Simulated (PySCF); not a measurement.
**AlBr: energy against distance**

Set-up: PySCF, spin-free X2C with a Gaussian nucleus, basis sets Al x2c-SVPall, Br x2c-SVPall. Energies in eV from Al + Br in their ground configurations at the same level. State: ¹Σ⁺ (singlet), closed shell.

All columns are PBE0. A positive dipole means Al(−)Br(+).

```csv
R (Å),E (eV),μ (D),Mulliken charge on Al (basis-dependent),HOMO (eV),LUMO (eV),Mayer bond order,⟨S²⟩
1.992,-3.736,0.56,0.14,-6.30,-1.21,1.31,0.00
2.084,-4.220,0.00,0.21,-6.48,-1.36,1.24,0.00
2.177,-4.481,-0.58,0.27,-6.65,-1.50,1.17,0.00
2.247,-4.571,-1.03,0.31,-6.77,-1.61,1.12,0.00
2.316,-4.593,-1.49,0.35,-6.88,-1.72,1.08,0.00
2.385,-4.565,-1.95,0.38,-6.98,-1.82,1.04,0.00
2.478,-4.469,-2.55,0.41,-7.08,-1.95,1.00,0.00
2.594,-4.285,-3.30,0.44,-7.17,-2.12,0.96,0.00
2.733,-4.011,-4.17,0.47,-7.20,-2.30,0.92,0.00
2.918,-3.606,-5.27,0.49,-6.85,-2.54,0.89,0.00
```

A fit through these points gives, at Re = 2.309 Å, μ = -1.44 D and dμ/dR = -6.57 D/Å; the reduced mass is 20.11 u.

Task: How strong is the fundamental in the double-harmonic approximation, I = 42.26·(dμ/dR)²/μred km/mol?

Result: I = 42.26·(-6.57)²/20.11 = 90.7 km/mol at PBE0.
